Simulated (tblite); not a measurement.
Compound: C₅H₁₀GeSe.
Numbering: `[GeH3:1][C@@H:2]1[CH2:3][CH2:4][CH:5]=[CH:6][Se:7]1` (hydrogens: H8, H9, H10 on Ge1; H11 on C2; H12, H13 on C3; H14, H15 on C4; H16 on C5; H17 on C6)

Computed with GFN2-xTB (tblite), gas phase: L-BFGS steps from a force-field or distance-geometry start until the largest atomic force falls under 0.01 eV/Å.

Step 11: E = -567.5274 eV
```
atom  x, y, z in Å  |  force x, y, z in eV/Å
Ge1     2.4587    0.4227   -0.1645   -0.008  -0.068  -0.051
C2      0.9036   -0.3710    0.7775    0.154   0.040   0.000
C3     -0.1166   -0.9565   -0.1803    0.086   0.006   0.023
C4     -1.5351   -0.9212    0.4075   -0.024   0.012   0.020
C5     -2.0505    0.4765    0.3160   -0.035   0.031   0.069
C6     -1.3935    1.4651    0.9116   -0.007   0.011  -0.001
Se7     0.1812    1.1243    1.8995   -0.022   0.059   0.006
H8      3.3064    1.2132    0.7732    0.034  -0.008  -0.007
H9      1.9141    1.3260   -1.2232    0.051   0.024   0.010
H10     3.3087   -0.6212   -0.8338   -0.017   0.027   0.012
H11     1.2168   -1.1126    1.5175   -0.048  -0.018  -0.032
H12    -0.1064   -0.3993   -1.1240   -0.073  -0.005   0.030
H13     0.1773   -1.9836   -0.4084    0.001  -0.047   0.038
H14    -1.4658   -1.1999    1.4653   -0.022  -0.077  -0.017
H15    -2.1888   -1.6290   -0.0983   -0.019   0.022  -0.074
H16    -2.9272    0.6758   -0.2830    0.006  -0.003  -0.004
H17    -1.6900    2.5029    0.8869   -0.057  -0.006  -0.024
```

Step 12: E = -567.5297 eV
```
atom  x, y, z in Å  |  force x, y, z in eV/Å
Ge1     2.4614    0.4238   -0.1673   -0.025  -0.077  -0.013
C2      0.9051   -0.3719    0.7760    0.113   0.088   0.052
C3     -0.1189   -0.9565   -0.1780    0.127   0.002  -0.019
C4     -1.5382   -0.9216    0.4083    0.021  -0.038   0.033
C5     -2.0514    0.4765    0.3191   -0.022   0.018   0.070
C6     -1.3938    1.4656    0.9128   -0.005   0.000   0.002
Se7     0.1816    1.1286    1.8985    0.010   0.032  -0.005
H8      3.3120    1.2127    0.7715    0.017  -0.019  -0.017
H9      1.9183    1.3298   -1.2247    0.049   0.015   0.014
H10     3.3111   -0.6213   -0.8347   -0.017   0.025   0.006
H11     1.2118   -1.1122    1.5215   -0.030   0.005  -0.070
H12    -0.1130   -0.4012   -1.1234   -0.049  -0.008   0.041
H13     0.1811   -1.9828   -0.4041   -0.035  -0.042   0.029
H14    -1.4679   -1.2086    1.4642   -0.043  -0.052  -0.025
H15    -2.1894   -1.6278   -0.1037   -0.021   0.034  -0.059
H16    -2.9246    0.6769   -0.2828   -0.029   0.000  -0.014
H17    -1.6921    2.5022    0.8864   -0.059   0.018  -0.024
```

Step 13: E = -567.5319 eV
```
atom  x, y, z in Å  |  force x, y, z in eV/Å
Ge1     2.4637    0.4236   -0.1700   -0.019  -0.050   0.024
C2      0.9083   -0.3709    0.7753    0.027   0.102   0.073
C3     -0.1191   -0.9564   -0.1756    0.108   0.001  -0.033
C4     -1.5406   -0.9226    0.4092    0.061  -0.063   0.025
C5     -2.0527    0.4763    0.3233   -0.008  -0.012   0.051
C6     -1.3941    1.4662    0.9141   -0.010  -0.004   0.005
Se7     0.1824    1.1335    1.8974    0.040   0.012  -0.014
H8      3.3177    1.2117    0.7692   -0.003  -0.034  -0.030
H9      1.9236    1.3338   -1.2259    0.044   0.003   0.019
H10     3.3132   -0.6208   -0.8356   -0.010   0.009  -0.007
H11     1.2062   -1.1115    1.5243    0.003   0.021  -0.083
H12    -0.1205   -0.4032   -1.1222   -0.013  -0.007   0.041
H13     0.1843   -1.9830   -0.3994   -0.057  -0.025   0.022
H14    -1.4710   -1.2183    1.4627   -0.057  -0.032  -0.024
H15    -2.1906   -1.6260   -0.1101   -0.006   0.049  -0.040
H16    -2.9226    0.6781   -0.2827   -0.046  -0.002  -0.007
H17    -1.6950    2.5016    0.8856   -0.055   0.032  -0.022
```

Step 14: E = -567.5336 eV
```
atom  x, y, z in Å  |  force x, y, z in eV/Å
Ge1     2.4654    0.4225   -0.1719   -0.003  -0.008   0.044
C2      0.9114   -0.3682    0.7757   -0.058   0.080   0.056
C3     -0.1174   -0.9562   -0.1736    0.046   0.002  -0.018
C4     -1.5414   -0.9243    0.4100    0.071  -0.049   0.004
C5     -2.0542    0.4758    0.3277    0.005  -0.036   0.020
C6     -1.3947    1.4669    0.9153   -0.018  -0.001   0.006
Se7     0.1838    1.1380    1.8964    0.050   0.008  -0.017
H8      3.3225    1.2101    0.7667   -0.014  -0.042  -0.036
H9      1.9289    1.3372   -1.2264    0.040  -0.009   0.024
H10     3.3146   -0.6202   -0.8364   -0.003  -0.012  -0.019
H11     1.2016   -1.1107    1.5251    0.038   0.027  -0.069
H12    -0.1270   -0.4049   -1.1206    0.024  -0.002   0.027
H13     0.1859   -1.9837   -0.3951   -0.055  -0.006   0.017
H14    -1.4747   -1.2272    1.4613   -0.059  -0.022  -0.015
H15    -2.1916   -1.6236   -0.1163    0.018   0.057  -0.023
H16    -2.9215    0.6789   -0.2827   -0.038  -0.013   0.015
H17    -1.6986    2.5017    0.8845   -0.045   0.025  -0.016
```

Q: Estimate the geometry and energy of step 15. (The exact step hangs on the optimiser's Hessian estimate; all steps are aligned on step 14, rigid shifts and turns removed.)

A: E = -567.5350 eV, largest force 0.110 eV/Å
```
atom  x, y, z in Å  |  force x, y, z in eV/Å
Ge1     2.4665    0.4213   -0.1726    0.009   0.017   0.040
C2      0.9130   -0.3646    0.7770   -0.100   0.041   0.018
C3     -0.1151   -0.9559   -0.1721   -0.022   0.003   0.008
C4     -1.5407   -0.9261    0.4106    0.046  -0.011  -0.013
C5     -2.0553    0.4748    0.3314    0.015  -0.040  -0.008
C6     -1.3956    1.4675    0.9162   -0.023   0.003   0.007
Se7     0.1856    1.1415    1.8953    0.036   0.020  -0.017
H8      3.3257    1.2081    0.7642   -0.012  -0.040  -0.029
H9      1.9336    1.3395   -1.2262    0.035  -0.016   0.026
H10     3.3156   -0.6200   -0.8374   -0.001  -0.024  -0.024
H11     1.1992   -1.1098    1.5241    0.062   0.029  -0.041
H12    -0.1312   -0.4060   -1.1190    0.053   0.005   0.006
H13     0.1859   -1.9846   -0.3916   -0.038   0.008   0.013
H14    -1.4784   -1.2343    1.4600   -0.050  -0.020  -0.005
H15    -2.1919   -1.6206   -0.1214    0.036   0.049  -0.015
H16    -2.9214    0.6791   -0.2822   -0.018  -0.029   0.042
H17    -1.7024    2.5021    0.8833   -0.030   0.004  -0.009
```

The energy changes by -0.0014 eV. The first-order estimate −F·Δx gives -0.0019 eV and the mean of the old and new forces, exact on a quadratic surface, -0.0014 eV. The step makes an angle of 62° with the force vector and moves no atom by more than 0.008 Å.

The cost below is that of the whole relaxation. The run took 0.93 s of wall time on Arm Neoverse V2, one thread (shared host).
